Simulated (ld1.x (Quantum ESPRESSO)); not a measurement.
Results of a calculation; reference values are marked as such.
**Pseudopotentials across the periodic table**

Generated with ld1.x 7.5 (TM, RRKJ, ultrasoft, PAW), atompaw 4.2 or ONCVPSP 4.0.1. The cutoff is in Ry: for ld1.x and atompaw files where the sum of valence levels is converged to 10 mRy in a Bessel basis, for ONCV files where the hardest occupied wave has 1 mHa per electron of residual kinetic energy. The error is the largest all-electron minus pseudo excitation energy over each file’s own four to seven test configurations (ionisations up to +4, promotions, holes and added fractions of an electron), all of which were solved. The labels leave out finer settings (local radius, basis sizes, second energies), which also bear on the numbers. Spin-polarised tests are not counted. The rows are a selection from randomly drawn settings: files with unsolved tests, undetermined cutoffs or missed reference levels are left out.

| element | potential | cutoff (Ry) | largest error (meV) | bound ghosts |
| --- | --- | --- | --- | --- |
| Be | TM, LDA (PZ), scalar-relativistic, rc 1.45/4.20 (sp), local smoothed, core correction no, reference 2s1 2p0 | 10 | +136 | none |
| O | TM, PBE, non-relativistic, rc 0.65/2.00 (sp), local p, core correction no, reference 2s2 2p2.5 | 160 | +916 | none |
| Sc | TM semilocal, PBEsol, scalar-relativistic, rc 2.35/1.45/1.75 (spd), local s, core correction yes, reference 3p6 3d2 4s1 4p0 | 55 | +25 | none |
| Zn | RRKJ, PW91, scalar-relativistic, rc 1.50/2.25/0.75 (spd), local s, core correction yes, reference 3d10 4s1.75 4p0 | 300 | -418 | none |
| Ta | TM, PBE, scalar-relativistic, rc 2.30/2.95/2.05/2.60 (spdf), local s, core correction yes, reference 5d3 6s0 6p0 | 30 | -640 | none |
| Ir | TM, revPBE, scalar-relativistic, rc 2.00/1.10/2.05 (spd), local s, core correction no, reference 5p6 5d7 6s2 6p0 | 140 | -521 | none |

Problem. Fill in the row for B: PAW, PW91, scalar-relativistic, rc 1.55/3.55 (sp), local smoothed, core correction yes, reference 2s2 2p1.

Solution. cutoff 6 Ry, largest error -5.7 meV, bound ghosts: none.
